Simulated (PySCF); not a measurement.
C₄H₆OSe, SMILES C1([C@H](CC1)[SeH])=O.

The structure is a stationary point at B3LYP-D3(BJ)/def2-SVP. The structure was generated by enumeration; whether it is a known compound was not checked. Other conformers were not sampled.

Vertical ionisation energy (IE) and electron affinity (EA) in eV. Rows of orbital energies are one-electron estimates. Where ΔSCF, EOM or ADC give a negative EA the extra electron is unbound and the value depends on the basis.

```csv
level,IE,EA
"−ε(HOMO), −ε(LUMO), ωB97X/def2-TZVP (PySCF)",9.02,-0.84
"−ε(HOMO), −ε(LUMO), PBE/def2-TZVP (PySCF)",5.48,2.39
```
